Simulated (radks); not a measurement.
Results of a calculation; reference values are marked as such.
Question: Hg65+, 15 electrons, occupied as [Ne] 3s2 3p3. Code: a radial shooting solver on a logarithmic mesh with Libxc functionals. Model: scalar-relativistic Kohn-Sham, BLYP, spin-polarised, spherical densities, finite nucleus; open shells are filled with parallel spins first (spin-orbit coupling, left out, can overturn this in heavy ions); Fermi nuclear charge, rms radius 5.4648 fm. Some entries of the table are withheld. Estimate them.

orbital,occ.,eigenvalue (hartree),<r> (bohr),<r^2> (bohr^2)
1s up,1,-3257.229,0.01659,0.0003806
1s down,1,-3256.761,0.01659,0.0003806
2s up,1,(1),0.06921,0.005667
2s down,1,(2),0.06918,0.005662
2p up,3,-662.2163,0.06244,0.004753
2p down,3,-661.7399,0.06243,0.004750
3s up,1,-295.4458,0.1676,0.03203
3s down,1,-293.9751,0.1677,0.03210
3p up,3,(3),0.1657,0.03175
3p down,0,(4),0.1659,0.03183

Answer: 
(1) 2s up eigenvalue (hartree): -735.2909
(2) 2s down eigenvalue (hartree): -734.9486
(3) 3p up eigenvalue (hartree): -274.0168
(4) 3p down eigenvalue (hartree): -272.5554
